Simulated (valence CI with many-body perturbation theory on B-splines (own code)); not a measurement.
Values are calculated unless marked as measured or tabulated.
# Sensitivity of CI+MBPT for Ag41+

Method: valence CI with perturbative core correlation (CI+MBPT): four valence electrons over a frozen Dirac-Fock core [He], a basis of 6 s, 6 p, 5 d, 3 f, 1 g functions for each j, with the one-electron correlation potential Σ1, the two-electron term Σ2, the three-electron term Σ3, Breit, model QED; selected CI, second order for the rest, scaled by the run's own slope (own B-spline code, finite nucleus).

No measured spectrum was set against this ion. As an estimate, large intervals hold to a few tenths of a per cent, small ones and those within an open d or f shell to about a per cent.

The reference run has the lowest level (2s^2 2p1/2^2) J=0 and an ionisation energy of 6562.85 eV. Its largest variational space holds 10000 state functions.

Levels are named by their leading jj configuration (3d3/2^4 stands for four electrons in 3d with j = 3/2), which in mixed levels can hold well under half, so a name can repeat and another be missing. Letters in brackets count levels of one name in rising energy.

Changed runs:
A. scale of Σ1 1 → 0; scale of Σ2 1 → 0; three-electron term on → off
B. size limit of the variational space 10000 → 1500; second order for the rest on → off
C. size limit of the variational space 10000 → 1500; Breit term on → off; second order for the rest on → off
D. closed core [He] → [He] 2s1 (bad on purpose)

Excitation energies of the reference run in cm⁻¹, and shifts in cm⁻¹:

```tsv
Level	Reference	A	B	C
(2s^2 2p1/2 2p3/2) J=1	1414510	-335	+1935	+30900
(2s^2 2p1/2 2p3/2) J=2	1526620	-371	+2855	+47827
(2s 2p1/2^2 2p3/2) J=2	2631000	+2374	+2448	+13538
(2s^2 2p3/2^2) J=2	3022610	-888	+2383	+68227
(2s 2p1/2^2 2p3/2) J=1	3059440	+3888	+2431	+6677
(2s^2 2p3/2^2) J=0	3293990	-1189	+171	+49683
(2s 2p1/2 2p3/2^2) J=2 [a]	3974170	+1889	+2293	+34595
(2s 2p1/2 2p3/2^2) J=3	4211500	+2219	+2389	+58966
(2s 2p1/2 2p3/2^2) J=0	4455900	+1958	-18	+22255
(2s 2p1/2 2p3/2^2) J=1 [a]	4549720	+3747	+2210	+33921
(2s 2p1/2 2p3/2^2) J=2 [b]	4630520	+3939	+3128	+49928
(2s 2p1/2 2p3/2^2) J=1 [b]	4668110	+3832	+2367	+32295
Ionisation energy (eV)	6562.85	-0.25	-0.013	+8.32
```

Run D: It gave no result: the perturbation theory needs a core of closed shells. The program said: "the core must hold closed shells only".
